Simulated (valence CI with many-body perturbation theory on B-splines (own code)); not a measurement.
# Level structure of Bi LXXVIII

Method: valence CI with perturbative core correlation (CI+MBPT): four valence electrons over a frozen Dirac-Fock core [He], radial functions for each j: 11 s, 11 p, 10 d, 8 f, 5 g, 2 h, with the one-electron correlation potential Σ1 (screened to all orders), the two-electron term Σ2, the three-electron term Σ3, Breit, model QED; selected single and double excitations, second order for the rest, scaled by the run's own slope (own B-spline code, finite nucleus).

No measured spectrum was set against this ion. As an estimate, large intervals hold to a few tenths of a per cent, small ones and those within an open d or f shell to about a per cent. Among the levels kept, up to 1100 cm⁻¹ of a level comes from second order outside the variational space, and about a tenth of that is noise between levels of different J, which matters for small intervals.

Levels 136 to 180 of 184, with energies above the lowest level, (2s^2 2p1/2^2) J=0. "Leading %" is the weight of the configuration and term that name the level; weights of strongly mixed levels are sums over their largest components and can fall short. In the jj column 3d3/2^4 stands for four electrons in 3d with j = 3/2. Lifetimes count E1, E2, E3, M1 and M2 decay at the calculated energies, and are blank where another channel may lead or the interval is too uncertain; long ones can be off by a factor of two.

```csv
No.,Configuration,Term,J,E (eV),Leading %,Second component,Leading jj,Lifetime
136,2s2 2p 4p,3P,0,18498,67,33 % 2s2 2p 4p 1S,2s^2 2p1/2 4p1/2 (100 %),5.66 fs
137,2s 2p2 4s,5P,1,18766,30,24 % 2s 2p2 4s 3S,2s 2p1/2^2 4s (75 %),4.21 fs
138,2s 2p2 4s,3P,0,18786,68,32 % 2s 2p2 4s 1S,2s 2p1/2^2 4s (100 %),3.39 fs
139,2s2 2p 4p,3D,2,18786,50,33 % 2s2 2p 4p 1D,2s^2 2p1/2 4p3/2 (100 %),9.99 fs
140,2s2 2p 4p,3P,1,18791,37,22 % 2s2 2p 4p 3S,2s^2 2p1/2 4p3/2 (75 %),7.01 fs
141,2s 2p2 4p,3P°,1,18815,15,14 % 2s2 2p 4d 3D°,2s 2p1/2^2 4p1/2 (72 %),754 as
142,2s2 2p 4d,3F°,2,18815,75,20 % 2s2 2p 4d 1D°,2s^2 2p1/2 4d3/2 (100 %),2.64 fs
143,2s 2p2 4p,3P°,0,18818,53,40 % 2s 2p2 4p 5D°,2s 2p1/2^2 4p1/2 (100 %),5.50 fs
144,2s2 2p 4d,3D°,1,18830,36,24 % 2s2 2p 4d 1P°,2s^2 2p1/2 4d3/2 (72 %),1.41 fs
145,2s2 2p 4d,3P°,2,18899,48,36 % 2s2 2p 4d 3D°,2s^2 2p1/2 4d5/2 (100 %),920 as
146,2s2 2p 4d,3F°,3,18900,45,33 % 2s2 2p 4d 1F°,2s^2 2p1/2 4d5/2 (100 %),911 as
147,2s2 2p 4f,3G,3,18916,73,19 % 2s2 2p 4f 1F,2s^2 2p1/2 4f5/2 (100 %),1.82 fs
148,2s2 2p 4f,3F,2,18918,45,33 % 2s2 2p 4f 1D,2s^2 2p1/2 4f5/2 (100 %),1.79 fs
149,2s 2p2 3s,5P,3,18934,64,36 % 2s 2p2 3s 3D,2s 2p3/2^2 3s (100 %),4.74 fs
150,2s2 2p 4f,3G,4,18953,42,33 % 2s2 2p 4f 1G,2s^2 2p1/2 4f7/2 (100 %),1.88 fs
151,2s2 2p 4f,3D,3,18953,54,30 % 2s2 2p 4f 3F,2s^2 2p1/2 4f7/2 (100 %),1.87 fs
152,2s 2p2 3s,3P,2,18969,56,19 % 2s 2p2 3s 3D,2s 2p3/2^2 3s (100 %),1.85 fs
153,2s 2p2 3s,3S,1,19068,68,16 % 2s 2p2 3s 5P,2s 2p3/2^2 3s (100 %),2.61 fs
154,2s 2p2 3p,3P°,2,19072,26,26 % 2s 2p2 3p 5P°,2s 2p3/2^2 3p1/2 (100 %),3.17 fs
155,2s 2p2 3p,3D°,3,19073,41,21 % 2s 2p2 3p 5D°,2s 2p3/2^2 3p1/2 (100 %),1.30 fs
156,2s 2p2 3s,1P,1,19076,40,32 % 2s 2p2 3s 3D,2s 2p3/2^2 3s (100 %),1.56 fs
157,2s 2p2 3s,3P,2,19082,61,18 % 2s 2p2 3s 1D,2s 2p3/2^2 3s (100 %),4.44 fs
158,2s 2p2 3s,1S,0,19108,67,32 % 2s 2p2 3s 3P,2s 2p3/2^2 3s (100 %),3.33 fs
159,2s 2p2 4p,3P°,2,19123,37,18 % 2s 2p2 4p 5P°,2s 2p1/2^2 4p3/2 (100 %),9.93 fs
160,2s 2p2 4p,3D°,1,19125,30,22 % 2s 2p2 4p 1P°,2s 2p1/2^2 4p3/2 (100 %),1.88 fs
161,2s 2p2 4d,3D,1,19153,48,34 % 2s 2p2 4d 5F,2s 2p1/2^2 4d3/2 (100 %),2.71 fs
162,2s 2p2 4d,3D,2,19155,30,15 % 2s 2p2 4d 3F,2s 2p1/2^2 4d3/2 (100 %),2.59 fs
163,2s 2p2 3p,3P°,1,19200,33,18 % 2s 2p2 3p 3S°,2s 2p3/2^2 3p1/2 (99 %),1.22 fs
164,2s 2p2 3p,3P°,1,19200,50,22 % 2s 2p2 3p 1P°,2s 2p3/2^2 3p1/2 (100 %),1.27 fs
165,2s 2p2 3p,3P°,0,19201,79,17 % 2s 2p2 3p 5D°,2s 2p3/2^2 3p1/2 (100 %),28.5 fs
166,2s 2p2 3p,3D°,2,19201,32,23 % 2s 2p2 3p 3F°,2s 2p3/2^2 3p1/2 (99 %),1.94 fs
167,2s 2p2 4d,3D,3,19234,39,16 % 2s 2p2 4d 5D,2s 2p1/2^2 4d5/2 (100 %),912 as
168,2s 2p2 4d,3D,2,19240,26,24 % 2s 2p2 4d 3F,2s 2p1/2^2 4d5/2 (100 %),916 as
169,2s 2p2 4f,3F°,3,19250,29,15 % 2s 2p2 4f 3G°,2s 2p1/2^2 4f5/2 (100 %),1.83 fs
170,2s 2p2 4f,3F°,2,19251,46,31 % 2s 2p2 4f 5G°,2s 2p1/2^2 4f5/2 (100 %),1.84 fs
171,2s 2p2 4f,3F°,4,19286,40,17 % 2s 2p2 4f 5D°,2s 2p1/2^2 4f7/2 (100 %),1.88 fs
172,2s 2p2 4f,3F°,3,19288,26,22 % 2s 2p2 4f 3G°,2s 2p1/2^2 4f7/2 (100 %),1.90 fs
173,2p3 3s,5S°,2,19356,55,34 % 2p3 3s 3D°,2p1/2 2p3/2^2 3s (99 %),5.62 fs
174,2p3 3s,3S°,1,19371,55,44 % 2p3 3s 3D°,2p1/2 2p3/2^2 3s (99 %),1.75 fs
175,2p3 3s,3D°,3,19379,100,,2p1/2 2p3/2^2 3s (100 %),4.76 fs
176,2p3 3s,1D°,2,19391,66,33 % 2p3 3s 3D°,2p1/2 2p3/2^2 3s (100 %),1.89 fs
177,2p3 3s,3P°,0,19452,100,,2p1/2 2p3/2^2 3s (100 %),3.55 fs
178,2p3 3s,3P°,1,19454,66,33 % 2p3 3s 1P°,2p1/2 2p3/2^2 3s (99 %),2.78 fs
179,2p3 3p,5P,1,19455,46,22 % 2p3 3p 3D,2p1/2 2p3/2^2 3p1/2 (100 %),753 as
180,2p3 3p,3F,2,19462,34,20 % 2p3 3p 5P,2p1/2 2p3/2^2 3p1/2 (100 %),755 as
```

Where two levels of one J and parity lie close, their mixing, g and order are uncertain.
